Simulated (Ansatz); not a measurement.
Gas-phase electronic energies from Ansatz, PBE0-D4/def2-TZVP geometries. CBS: MP2 limit from def2 TZ/QZ plus the TZ coupled-cluster correction, frozen cores. This one scheme is used for every species. DFT in def2-TZVPP. B3LYP here is the variant with VWN-RPA as its local correlation; programs differ in this. Each species was taken in one conformer, which may not be the lowest.

`O[SiH](O)O` + CH₃NH₂ → `CN[SiH](O)O` + H₂O  (ligand exchange at the Si–O bond)

Task: Is it downhill or uphill in electronic energy at CCSD(T)/CBS, and by how much? (Best estimate.)

Result: The calculation gave: Uphill: ΔE = +10.3 kcal/mol.

Task: What do these levels give: r2SCAN-D4, ωB97X-V, ωB97M-V, B2PLYP, PBE, r2SCAN, PBE0, B3LYP, SCS-MP2/def2-TZVPP, MP2/def2-QZVPP, HF/CBS(def2), CCSD/CBS(def2)? (Best estimate.)

Result: Ansatz gave: r2SCAN-D4 11.5, ωB97X-V 11.2, ωB97M-V 11.1, B2PLYP 12.1, PBE 11.3, r2SCAN 11.9, PBE0 11.4, B3LYP 12.7, SCS-MP2/def2-TZVPP 11.4, MP2/def2-QZVPP 10.3, HF/CBS(def2) 14.0, CCSD/CBS(def2) 10.7 kcal/mol.

Largest T1 diagnostic among the species: 0.011.

In def2-TZVPP, CCSD(T) changes the Hartree–Fock value by −3.1 kcal/mol (the triples alone add −0.4 kcal/mol) and MP2 by −3.4 kcal/mol. The D4 term adds −1.8 kcal/mol with B3LYP and −1.1 kcal/mol with PBE0; it sums over pairs of atoms, weighted by their polarisabilities, and B3LYP, whose exchange is more repulsive, gets the larger term.
